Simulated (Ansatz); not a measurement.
Geometry optimisation, RKS PBE-D4/def2-SVP in Ansatz.

input.yaml

```yaml
crystal:
  periodic: [false, false, false]
  atoms:
    - { symbol: O, position_ang: [-1.9556, 1.1121, 0.007] }
    - { symbol: C, position_ang: [-1.4866, -0.1094, -0.3008] }
    - { symbol: Ge, position_ang: [0.3181, 0.0875, -0.9329] }
    - { symbol: "N", position_ang: [1.4801, 0.8403, 0.4444] }
    - { symbol: Si, position_ang: [1.9577, -0.8661, 0.4261] }
    - { symbol: H, position_ang: [-2.933, 1.0189, 0.3074] }
    - { symbol: H, position_ang: [-1.4627, -0.7435, 0.6136] }
    - { symbol: H, position_ang: [-2.044, -0.5733, -1.1077] }
    - { symbol: H, position_ang: [0.6728, 0.8226, -2.2121] }
    - { symbol: H, position_ang: [0.7884, 0.9421, 1.3047] }
    - { symbol: H, position_ang: [1.4324, -1.6014, 1.6259] }
    - { symbol: H, position_ang: [3.3095, -0.985, -0.1417] }
basis:
  gaussian: { orbitals: def2-SVP }
hamiltonian:
  xc: pbe
  dispersion: d4
relax:
  f_tol: 0.015
  max_steps: 40
```

Launched with:

```bash
$ ansatz run input.yaml --threads 2 --pin off --max-ram 3072MiB --backend cpu --events-out ev --progress --plain --runs-dir out
```

Question: Where does it end, and by what steps?

Answer: The forces met the threshold. After 16 steps the energy has fallen by 0.795 eV; H10 moved furthest, 0.90 Å.

```json
{"step": "0", "energy less start (eV)": "0.0000", "largest force component (eV/Å)": "3.123", "accepted": "yes"}
{"step": "1", "energy less start (eV)": "-0.5579", "largest force component (eV/Å)": "1.023", "accepted": "yes"}
{"step": "2", "energy less start (eV)": "-0.6565", "largest force component (eV/Å)": "0.631", "accepted": "yes"}
{"step": "3", "energy less start (eV)": "-0.6929", "largest force component (eV/Å)": "0.601", "accepted": "yes"}
{"step": "4", "energy less start (eV)": "-0.7130", "largest force component (eV/Å)": "1.133", "accepted": "yes"}
{"step": "5", "energy less start (eV)": "-0.7475", "largest force component (eV/Å)": "0.321", "accepted": "yes"}
{"step": "6", "energy less start (eV)": "-0.7507", "largest force component (eV/Å)": "0.269", "accepted": "yes"}
{"step": "7", "energy less start (eV)": "-0.7787", "largest force component (eV/Å)": "0.190", "accepted": "yes"}
{"step": "8", "energy less start (eV)": "-0.7846", "largest force component (eV/Å)": "0.111", "accepted": "yes"}
{"step": "9", "energy less start (eV)": "-0.7897", "largest force component (eV/Å)": "0.191", "accepted": "yes"}
{"step": "10", "energy less start (eV)": "-0.7905", "largest force component (eV/Å)": "0.212", "accepted": "yes"}
{"step": "11", "energy less start (eV)": "-0.7922", "largest force component (eV/Å)": "0.214", "accepted": "yes"}
{"step": "12", "energy less start (eV)": "-0.7937", "largest force component (eV/Å)": "0.046", "accepted": "yes"}
{"step": "13", "energy less start (eV)": "-0.7940", "largest force component (eV/Å)": "0.057", "accepted": "yes"}
{"step": "14", "energy less start (eV)": "-0.7944", "largest force component (eV/Å)": "0.039", "accepted": "yes"}
{"step": "15", "energy less start (eV)": "-0.7946", "largest force component (eV/Å)": "0.016", "accepted": "yes"}
{"step": "16", "energy less start (eV)": "-0.7946", "largest force component (eV/Å)": "0.008", "accepted": "yes"}
```

```xyz
12
Properties=species:S:1:pos:R:3
O -2.260 1.172 -0.408
C -1.649 -0.096 -0.251
Ge 0.276 0.121 -0.687
N 1.336 0.596 0.805
Si 2.039 -0.940 0.396
H -3.222 1.059 -0.293
H -1.695 -0.493 0.792
H -2.072 -0.878 -0.929
H 0.459 1.045 -1.927
H 1.542 1.433 1.353
H 1.895 -2.078 1.378
H 3.428 -0.996 -0.195
```

Time of the run: 60 s on 2 threads of Arm Neoverse V1, on a shared host, peak memory 0.16 GiB.
